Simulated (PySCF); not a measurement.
Compound: C₇H₁₁BO₂.
Atom-mapped SMILES: `[CH2:1]=[CH:2]/[CH:3]=[CH:4]\[B:5]1[O:6][CH2:7][CH2:8][CH2:9][O:10]1` (hydrogens: H11, H12 on C1; H13 on C2; H14 on C3; H15 on C4; H16, H17 on C7; H18, H19 on C8; H20, H21 on C9)

Geometry (PBE0-D3(BJ)/def2-SVP, Å), atoms numbered from 1 in this order:
```xyz
21
C7H11BO2 angstrom
C      3.889    1.062   -0.200
C      2.644    0.580   -0.060
C      2.355   -0.844    0.001
C      1.138   -1.416    0.145
B     -0.251   -0.725    0.284
O     -0.386    0.637    0.255
C     -1.655    1.240    0.379
C     -2.753    0.325   -0.126
C     -2.635   -1.027    0.551
O     -1.332   -1.549    0.435
H      4.087    2.136   -0.242
H      4.752    0.393   -0.276
H      1.793    1.261    0.015
H      3.235   -1.496   -0.080
H      1.116   -2.511    0.173
H     -1.635    2.186   -0.184
H     -1.830    1.497    1.440
H     -3.742    0.768    0.066
H     -2.655    0.201   -1.218
H     -2.895   -0.941    1.623
H     -3.332   -1.755    0.108
```

Level of theory: TDDFT B3LYP/def2-SVPD, vertical, gas phase, core orbitals frozen in the response in PySCF.

Ground-to-excited transition dipoles (e·a0, same axes as the geometry; the sign carries no meaning), for the states with f of 0.002 or more among the lowest 8:

```json
{"state": "S1", "E (eV)": "5.062", "μx": "-2.163", "μy": "-0.945", "μz": "0.273"}
{"state": "S2", "E (eV)": "5.847", "μx": "0.133", "μy": "0.144", "μz": "-0.009"}
{"state": "S3", "E (eV)": "5.901", "μx": "-0.149", "μy": "-0.151", "μz": "-0.109"}
{"state": "S4", "E (eV)": "6.025", "μx": "0.241", "μy": "0.279", "μz": "-0.025"}
{"state": "S5", "E (eV)": "6.185", "μx": "0.113", "μy": "0.113", "μz": "-0.011"}
{"state": "S6", "E (eV)": "6.327", "μx": "-0.400", "μy": "-0.252", "μz": "0.039"}
{"state": "S8", "E (eV)": "6.649", "μx": "0.030", "μy": "0.037", "μz": "0.348"}
```

Task: What oscillator strength does each state have?

Result: f = (2/3) ΔE |μ|² with ΔE in hartree (27.2114 eV).

```csv
state,|μ|² (au),|μ| (D),f
S1,5.648,6.04,0.700
S2,0.039,0.50,0.006
S3,0.057,0.61,0.008
S4,0.136,0.94,0.020
S5,0.026,0.41,0.004
S6,0.225,1.21,0.035
S8,0.123,0.89,0.020
```

Task: Which bond between heavy atoms lies closest to the direction of the S1 transition dipole?

Result: C3–C4 and C1–C2, at 2° from it; next B5–O10 at 14°.

Task: What angle do the transition dipoles of S1 and S6 make?

Result: |cos θ| = |μa·μb| / (|μa| |μb|) = 0.99, so θ ≈ 9° (taken between 0 and 90°, since the signs are arbitrary).

Task: How is the summed strength of these states shared among x, y and z?

Result: (2/3) Σ ΔE μα² gives 0.621 for x, 0.141 for y and 0.031 for z, 0.793 in all.

Task: What peak molar absorption coefficient would the strongest computed level give as a lone Gaussian band 0.5 eV wide at half height?

Result: ε(max) = 2.175×10⁸ f / FWHM, with the width in cm⁻¹. S1: 2.175×10⁸ × 0.7004 / 4033 ≈ 38000 L mol⁻¹ cm⁻¹.

All these states lie below the vertical ionisation energy of 8.38 eV (ΔSCF).

On one thread of an Arm Neoverse V2, no GPU, on a shared host, this took 4.0 min wall (grids of density and orbitals included) and 1.3 GiB of memory at its peak.

One conformer stands for the species.
